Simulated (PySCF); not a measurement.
## `C#CC1([C@H]2C[C@@H]2[S-])CC1`, [C₈H₉S]-, charge -1

Geometry:
| atom | x (Å) | y (Å) | z (Å) |
| --- | --- | --- | --- |
| C1 | 2.446 | -1.505 | 1.336 |
| C2 | 1.642 | -0.772 | 0.830 |
| C3 | 0.653 | 0.068 | 0.223 |
| C4 | -0.542 | -0.702 | -0.264 |
| C5 | -1.762 | -0.854 | 0.607 |
| C6 | -1.845 | -0.053 | -0.666 |
| S7 | -2.743 | -0.618 | -2.075 |
| C8 | 1.155 | 1.260 | -0.561 |
| C9 | 0.523 | 1.464 | 0.779 |
| H10 | 3.145 | -2.154 | 1.773 |
| H11 | -0.265 | -1.579 | -0.841 |
| H12 | -2.244 | -1.822 | 0.634 |
| H13 | -1.771 | -0.332 | 1.558 |
| H14 | -1.909 | 1.029 | -0.537 |
| H15 | 0.586 | 1.534 | -1.437 |
| H16 | 2.223 | 1.403 | -0.655 |
| H17 | 1.160 | 1.737 | 1.610 |
| H18 | -0.463 | 1.903 | 0.820 |

Total charge -1.

Computed, not measured: PySCF, TDDFT wB97X-D/def2-SVPD circular dichroism and optical rotation, one conformer, gas phase. Geometry: GFN2-xTB.

The molecule is flexible and this is one conformer; a measurement averages over conformers. For a gas-phase anion, states above the detachment energy (about 1.9 eV, taken as minus the energy of the highest occupied orbital) lie in the continuum and depend on the basis.

**Question.** Assign R or S to each stereocentre.

**Answer.** C4 R, C6 S.

**Question.** List the lowest 8 singlet excitations with oscillator and rotatory strengths.

**Answer.** Rotatory strengths R in 10⁻⁴⁰ esu² cm², velocity form and length form (origin at the centre of mass); f in length form.
```csv
state,E (eV),λ (nm),f,R (velocity),R (length),main
1,4.13,300,0.014,-10.8,-9.0,"HOMO→LUMO+1 0.35, HOMO→LUMO+6 0.22"
2,4.31,287,0.022,+43.1,+43.9,"HOMO→LUMO+7 0.30, HOMO−1→LUMO+1 0.17"
3,4.32,287,0.030,-37.6,-39.5,"HOMO→LUMO+7 0.34, HOMO−1→LUMO+1 0.17"
4,4.44,279,0.024,-3.5,-3.7,"HOMO→LUMO 0.27, HOMO→LUMO+2 0.14"
5,4.49,276,0.043,-14.1,-16.6,HOMO−1→LUMO+7 0.58
6,4.57,271,0.020,-12.7,-14.7,"HOMO→LUMO+2 0.48, HOMO−1→LUMO+7 0.09"
7,4.68,265,0.022,+14.6,+14.3,"HOMO−1→LUMO+2 0.29, HOMO−1→LUMO 0.17"
8,4.83,257,0.016,+3.0,+1.8,"HOMO−1→LUMO+2 0.29, HOMO−1→LUMO+5 0.12"
```

Among the states computed, the strongest CD band (largest |R|) is state 2. The largest dissymmetry factor in size, g = 4R/(D+G), with D and G the electric and magnetic dipole strengths, is +0.015 for state 2 (velocity form, f = 0.019), among bands with |R| over 0.5. The mirror image has the same energies and oscillator strengths and all R with the opposite sign.
